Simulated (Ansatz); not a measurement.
CH3AlSSe. The species carries charge 0 and has multiplicity 1. The bonds changed during the relaxation, so this is another structure than the one it started from. All single points use the PBE0-D4/def2-TZVP geometry. It is one conformer, not always the lowest.

```xyz
7

Al    0.834    1.004   -0.165
C    -0.439   -0.499   -0.277
S    -0.267   -0.169   -1.895
Se   -1.510   -1.825    0.392
H     0.216    2.427    0.140
H     2.360    0.621    0.001
H    -1.194   -1.559    1.805
```

(1) What is the dipole moment at r2SCAN/def2-TZVPP? (Estimate.)

(2) And with PBE, B3LYP, ωB97M-V? (Best estimate.)

(3) Give the Mulliken charges with r2SCAN, PBE, B3LYP in def2-TZVPP. (An estimate is asked.)

Results:

(1) Ansatz gave: 2.44 D, with components (-1.34, -1.68, 1.16) D in this frame, pointing from negative to positive charge.

(2) The calculation gave: PBE 2.46 D, B3LYP 2.35 D, ωB97M-V 2.25 D.

(3) The calculation gave: 
```tsv
atom	r2SCAN	PBE	B3LYP
Al1	0.44	0.29	0.38
C2	-0.17	-0.10	-0.14
S3	-0.12	-0.11	-0.13
Se4	0.14	0.14	0.15
H5	-0.18	-0.14	-0.16
H6	-0.18	-0.14	-0.16
H7	0.06	0.06	0.05
```

B3LYP here is the variant with VWN-RPA as its local correlation; programs differ in this.
